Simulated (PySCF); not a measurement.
# Single point on BeZn

State: triplet, unpaired electrons σ ↑, π ↑, a second solution, started from another occupation.

An equivalent input (the run itself took its basis sets from the Basis Set Exchange, started from a PBE0 density and held the occupation σ 6α 5β, πx 2α 2β, πy 3α 2β, δx 1α 1β, δy 1α 1β):

```python
from pyscf import gto, dft
mol = gto.M(atom='Be 0 0 0; Zn 0 0 2.824', basis={'Be': 'cc-pVDZ', 'Zn': 'cc-pVDZ-PP'}, ecp={'Zn': 'cc-pVDZ-PP'},
            charge=0, spin=2, verbose=4, symmetry='C2v')
mf = dft.UKS(mol, xc='PBE0')
mf.grids.atom_grid = (80, 434)
mf.grids.prune = dft.gen_grid.treutler_prune
mf.irrep_nelec = {'A1': (7, 6), 'A2': (1, 1), 'B1': (2, 2), 'B2': (3, 2)}
mf.conv_tol = 1e-9
mf.max_cycle = 60
mf.diis_space = 10
mf.kernel()
```

The log (some set-up lines and the per-cycle HOMO/LUMO lines removed):

```
******** <class 'pyscf.dft.uks_symm.SymAdaptedUKS'> ********
method = SymAdaptedUKS
damping factor = 0
level_shift factor = 0
DIIS = <class 'pyscf.scf.diis.CDIIS'>
diis_start_cycle = 1
diis_space = 10
diis_damp = 0
SCF conv_tol = 1e-09
SCF conv_tol_grad = None
SCF max_cycles = 60
number electrons alpha = 13  beta = 11
Set gradient conv threshold to 3.16228e-05
init E= -241.625202332508
cycle= 1 E= -241.618322411405  delta_E= 0.00688  |g|= 0.00607  |ddm|= 0.0686
cycle= 2 E= -241.618342608769  delta_E= -2.02e-05  |g|= 0.0118  |ddm|= 0.0354
cycle= 3 E= -241.618366584926  delta_E= -2.4e-05  |g|= 0.00133  |ddm|= 0.0181
cycle= 4 E= -241.618372809966  delta_E= -6.23e-06  |g|= 0.000638  |ddm|= 0.00844
cycle= 5 E= -241.618376963699  delta_E= -4.15e-06  |g|= 0.000291  |ddm|= 0.0103
cycle= 6 E= -241.618377698358  delta_E= -7.35e-07  |g|= 9.93e-05  |ddm|= 0.00613
cycle= 7 E= -241.618377716848  delta_E= -1.85e-08  |g|= 3.83e-05  |ddm|= 0.000846
cycle= 8 E= -241.618377721131  delta_E= -4.28e-09  |g|= 1.74e-05  |ddm|= 0.000407
cycle= 9 E= -241.618377722164  delta_E= -1.03e-09  |g|= 3.96e-06  |ddm|= 0.000197
cycle= 10 E= -241.618377722232  delta_E= -6.75e-11  |g|= 7.99e-07  |ddm|= 6.53e-05
Extra cycle  E= -241.618377722233  delta_E= -1.02e-12  |g|= 7.46e-07  |ddm|= 5.51e-06
converged SCF energy = -241.618377722233  <S^2> = 2.010217  2S+1 = 3.0068036
```

A point of this curve took 0.36 CPU seconds beside 0.13 for the integrals, on Intel Xeon 6975P-C (shared host).
